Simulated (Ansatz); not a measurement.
Stepwise reaction of `[CH3][Mo]([CH3])(=[S])=[S]` with ammonia, as a gas-phase model of exchange steps in deposition or etching. ΔE in kJ/mol; ΔG adds harmonic PBE0-D4 terms to CCSD(T)/CBS, at 1 bar.

Program: Ansatz. Geometries: PBE0-D4/def2-TZVP. ΔE: electronic, gas phase. CCSD(T)/CBS adds triple-zeta CCSD(T) − MP2 to the extrapolated MP2 energy (def2 sets, frozen cores). This one scheme is used for every species. DFT in def2-TZVPP. B3LYP here is the variant with VWN-RPA as its local correlation; programs differ in this. Elements past krypton have def2 core potentials. For Mo outer-core shells are correlated without core-valence functions, which leaves a few kJ/mol of doubt a bond. Each species was taken in one conformer, which may not be the lowest.

```json
{"step": "1", "reaction": "`[CH3][Mo]([CH3])(=[S])=[S]` + NH₃ → `[CH3][Mo]([NH2])(=[S])=[S]` + CH₄", "PBE-D4": "-105.9", "B3LYP-D4": "-109.8", "ωB97M-V": "-106.2", "CCSD(T)/CBS": "-104.1", "ΔG(600 K)": "-90.9"}
```

Task: Give the row of step 2, `[CH3][Mo]([NH2])(=[S])=[S]` + NH₃ → `[NH2][Mo]([NH2])(=[S])=[S]` + CH₄. (Estimate.)

Result: The calculation gave: 
```
step                                                                 reaction  PBE-D4  B3LYP-D4  ωB97M-V  CCSD(T)/CBS  ΔG(600 K)
   2  `[CH3][Mo]([NH2])(=[S])=[S]` + NH₃ → `[NH2][Mo]([NH2])(=[S])=[S]` + CH₄   -74.5     -75.5    -66.3        -63.1      -57.8
```

Task: By hand: ΔE of the 2 steps together at CCSD(T)/CBS.

Result: (-104.1) + (-63.1) = -167.2 kJ/mol, or -83.6 kJ/mol a step.

In ΔE each step is higher than the one before. All are downhill at CCSD(T)/CBS. ΔG lies between -90.9 and -57.8 kJ/mol a step. PBE-D4 differs from CCSD(T)/CBS by -11.4 to -1.8 kJ/mol a step. Only this route is followed, and other bonds may react first. Isolated molecules leave out the surface, adducts and barriers. Largest T1 diagnostic: 0.026.
